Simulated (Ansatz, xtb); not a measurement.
## Two structures of BF3H6OSi2

Structure X: a singlet given by its coordinates. Structure Y: `F[SiH2][O+]([SiH3])[BH-](F)F`, a singlet. Both are gas-phase species (loosely bound parts included), relaxed with PBE0-D4/def2-SVP; the shapes shown needn't be the lowest conformers.

X (Å):

```json
{"atom": "B", "x (Å)": "0.0402", "y (Å)": "-2.0221", "z (Å)": "1.7390"}
{"atom": "F", "x (Å)": "1.4542", "y (Å)": "-1.7541", "z (Å)": "-1.3461"}
{"atom": "F", "x (Å)": "0.1640", "y (Å)": "-3.1863", "z (Å)": "1.0681"}
{"atom": "F", "x (Å)": "-1.0776", "y (Å)": "-1.8944", "z (Å)": "2.4845"}
{"atom": "O", "x (Å)": "-0.4562", "y (Å)": "-0.9316", "z (Å)": "0.3085"}
{"atom": "Si", "x (Å)": "-0.1415", "y (Å)": "-1.5752", "z (Å)": "-1.2238"}
{"atom": "Si", "x (Å)": "-1.2531", "y (Å)": "0.4982", "z (Å)": "0.8244"}
{"atom": "H", "x (Å)": "-0.5768", "y (Å)": "-0.5370", "z (Å)": "-2.1907"}
{"atom": "H", "x (Å)": "-0.8148", "y (Å)": "-2.8743", "z (Å)": "-1.4003"}
{"atom": "H", "x (Å)": "-1.1175", "y (Å)": "1.4694", "z (Å)": "-0.2967"}
{"atom": "H", "x (Å)": "-2.6848", "y (Å)": "0.1974", "z (Å)": "1.0753"}
{"atom": "H", "x (Å)": "-0.5498", "y (Å)": "0.9748", "z (Å)": "2.0384"}
{"atom": "H", "x (Å)": "1.0411", "y (Å)": "-1.4583", "z (Å)": "2.1142"}
```

Close contacts (Å): B1–F3 1.35, B1–F4 1.35, B1–O5 1.87, F2–Si6 1.61, O5–Si6 1.69, O5–Si7 1.72, B1–H13 1.21, Si6–H8 1.48, Si6–H9 1.47, Si7–H10 1.49, Si7–H11 1.48, Si7–H12 1.48.

Y (Å):

```xyz
13

B    -0.2053    0.2652   -1.0478
F     2.4296   -1.8709    1.0077
F     0.4010    1.1187   -1.9041
F    -0.2503    0.7748    0.2810
O     0.8828   -0.8908   -0.7146
Si    1.3073   -0.6797    0.9588
Si    1.6328   -1.8989   -1.9052
H     0.2319   -1.1135    1.8662
H     2.0586    0.5588    1.2237
H     1.5143   -3.3031   -1.4424
H     0.8515   -1.6546   -3.1405
H     3.0476   -1.4748   -2.0427
H    -1.2280   -0.2658   -1.4233
```

Problem. Which of the two would you expect CCSD(T)/def2-SVP + ΔMP2/def2-TZVPP electronic energies to favour?

Solution. CCSD(T)/def2-SVP + ΔMP2/def2-TZVPP gives E(Y) − E(X) = +0.001 eV, slightly favouring structure X, which is too small a margin to settle the true order.

How the difference moves with the method:

| level | geometry | E(Y) − E(X) (eV) | departure from the last row (eV) | job, with rough time for the two |
| --- | --- | --- | --- | --- |
| PBE0-D4/def2-SVP | PBE0-D4/def2-SVP | −0.112 | −0.112 | optimisation, 2.6 min |
| HF/def2-SVP | PBE0-D4/def2-SVP | +0.027 | +0.026 | part of the CCSD(T) run |
| MP2/def2-SVP | PBE0-D4/def2-SVP | −0.044 | −0.044 | part of the CCSD(T) run |
| CCSD(T)/def2-SVP | PBE0-D4/def2-SVP | −0.046 | −0.047 | single point |
| CCSD(T)/def2-SVP + ΔMP2/def2-TZVPP | PBE0-D4/def2-SVP | +0.001 |  | single point, 2 min |

The largest departure from CCSD(T)/def2-SVP + ΔMP2/def2-TZVPP is that of PBE0-D4/def2-SVP, 0.112 eV. Levels run at GFN2-xTB geometries aren't shown. The last row adds to CCSD(T) the change of the MP2 difference between the two basis sets, here +0.047 eV.

With thermal terms from frequencies at re-optimised GFN2-xTB minima (ideal gas, soft modes damped towards free rotors, one conformer each, 298.15 K, 1 atm): the zero-point term adds −0.002 eV; ΔH is −0.002 and ΔG −0.001 eV.

The correlated steps freeze 15 core orbitals. Programs: Ansatz 0.2.0, xtb 6.7.1; the last row on 2 threads of Arm Neoverse V1 on a shared host.
